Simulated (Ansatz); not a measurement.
Isolated molecules relaxed with PBE0-D4/def2-TZVP in Ansatz; ΔE leaves out vibrations. CCSD(T)/CBS adds triple-zeta CCSD(T) − MP2 to the extrapolated MP2 energy (def2 sets, frozen cores). This one scheme is used for every species. DFT in def2-TZVPP. One conformer a species, not always the lowest.

`SC[SiH2]S` + silanol → `[SiH3]O[SiH2]S` + CH₃SH  (ligand exchange at the Si–C bond)

`SC[SiH2]S`:

```xyz
10

S     1.966    0.175    0.598
C     0.856   -0.093   -0.809
Si   -0.926    0.301   -0.372
S    -1.607   -0.797    1.332
H     1.390   -0.722    1.416
H     0.979   -1.101   -1.210
H     1.188    0.609   -1.580
H    -1.045    1.757   -0.118
H    -1.832   -0.117   -1.474
H    -0.968   -0.012    2.216
```

`O[SiH3]`:

Z-matrix (Å, degrees):
```
Si
O 1 1.648
H 1 1.489 2 111.7
H 1 1.489 2 111.7 3 120.9
H 1 1.481 2 105.9 3 -119.6
H 2 0.957 1 117.9 3 -60.5
```

`[SiH3]O[SiH2]S`:

Z-matrix (Å, degrees):
```
Si
O 1 1.643
H 1 1.482 2 107.4
H 1 1.485 2 110.2 3 -119.4
H 1 1.485 2 110.5 3 119.7
Si 2 1.631 1 140.8 3 -169.8
S 6 2.132 2 112.7 1 -29.6
H 6 1.481 2 110.5 1 86.5
H 6 1.479 2 107.1 1 -151.4
H 7 1.344 6 94.5 2 -71.4
```

CH₃SH:

```xyz
6

C     0.237   -0.394   -0.173
S    -0.922    0.988   -0.256
H     1.259   -0.050   -0.018
H     0.182   -0.895   -1.139
H    -0.044   -1.106    0.603
H    -0.711    1.457    0.983
```

Q: Is it downhill or uphill in electronic energy at CCSD(T)/CBS, and by how much? (Best estimate.)

A: The calculation gave: Downhill: ΔE = -1.19 eV.

Q: What do these levels give: LDA (SPW92), PBE-D4, revPBE-D4, CAM-B3LYP-D4, B2PLYP, r2SCAN, HF/def2-SVP, CCSD(T)/def2-SVP, MP2/def2-TZVPP, SCS-MP2/def2-TZVPP, CCSD(T)/def2-TZVPP, HF/def2-QZVPP? (An estimate is asked.)

A: The calculation gave: LDA (SPW92) -1.02, PBE-D4 -1.05, revPBE-D4 -1.04, CAM-B3LYP-D4 -1.28, B2PLYP -1.26, r2SCAN -1.20, HF/def2-SVP -1.38, CCSD(T)/def2-SVP -1.16, MP2/def2-TZVPP -1.19, SCS-MP2/def2-TZVPP -1.25, CCSD(T)/def2-TZVPP -1.20, HF/def2-QZVPP -1.50 eV.

Largest T1 diagnostic among the species: 0.011.

From PBE to PBE0 (25 % exact exchange), in def2-TZVPP and without D4, ΔE moves by −0.06 eV. In def2-TZVPP, CCSD(T) changes the Hartree–Fock value by +0.27 eV (the triples alone add +0.04 eV) and MP2 by +0.29 eV. The D4 term adds +0.03 eV with B3LYP and +0.02 eV with PBE0; it sums over pairs of atoms, weighted by their polarisabilities, and B3LYP, whose exchange is more repulsive, gets the larger term.

B3LYP here is the variant with VWN-RPA as its local correlation; programs differ in this.
